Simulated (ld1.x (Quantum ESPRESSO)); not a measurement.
# nitrogen (N) ultrasoft: all-electron and pseudo phase curves

ld1.x (Quantum ESPRESSO) 7.5 input, shortened:

```
&input
   title='N', zed=7., rel=0, dft='PBE', iswitch=3,
   config='[He] 2s2 2p3'
 /
 &inputp
   pseudotype=3, tm=.true., lloc=-1, rcloc=0.85,
   nlcc=.true., rcore=0.80,
   which_augfun='PSQ', rmatch_augfun_nc=.true.
 /
4
2S  1  0   2.00   0.00  0.90  1.10  0.0
2S  1  0   0.00   3.20  0.90  1.10  0.0
2P  2  1   3.00   0.00  1.55  1.65  0.0
2P  2  1   0.00   0.15  1.55  1.65  0.0
 &test
   configts(1)='2s2 2p3'
 /
```

The phase is arctan(r·u′/u) with u = r·R(r), unwrapped; energies in Ry, scanned from -3 to 5 Ry. A pole is an energy at which the radial function vanishes at the test radius. The pseudo phase is shifted by a multiple of π to meet the all-electron one at the reference energy, and phase errors are pseudo minus all-electron; the curves can meet again beyond the range given. Levels narrower than the energy grid can be missing from the lists of poles.

For each channel, where are the poles, and over which energies does the pseudopotential scatter like the atom?

```csv
channel,radius (bohr),reference energy (Ry),"poles, all-electron","poles, pseudo",unbroken range about the reference energy with phases within 0.05 rad,phase error 1 Ry above the reference energy (rad)
s,1.80,-1.36,-0.14,-0.14,the whole range,-0.000
p,1.80,-0.52,0.61,0.61,the whole range,-0.000
```

Phases in the p channel:

```csv
E (Ry),all-electron,pseudo
-3.00,1.199,1.199
-2.76,1.175,1.175
-2.52,1.145,1.145
-2.28,1.107,1.107
-2.04,1.058,1.058
-1.80,0.990,0.990
-1.56,0.891,0.890
-1.32,0.732,0.732
-1.08,0.459,0.459
-0.84,-0.013,-0.013
-0.60,-0.598,-0.598
-0.36,-1.020,-1.020
-0.12,-1.261,-1.261
0.12,-1.405,-1.405
0.36,-1.500,-1.500
0.60,-1.568,-1.568
0.84,-1.622,-1.622
1.08,-1.666,-1.666
1.32,-1.704,-1.704
1.56,-1.740,-1.740
1.80,-1.774,-1.774
2.04,-1.809,-1.809
2.28,-1.845,-1.845
2.52,-1.884,-1.885
2.76,-1.928,-1.929
3.00,-1.978,-1.979
3.24,-2.038,-2.040
3.48,-2.113,-2.116
3.72,-2.207,-2.212
3.96,-2.331,-2.340
4.20,-2.498,-2.511
4.44,-2.721,-2.741
4.68,-3.003,-3.032
4.92,-3.317,-3.351
```
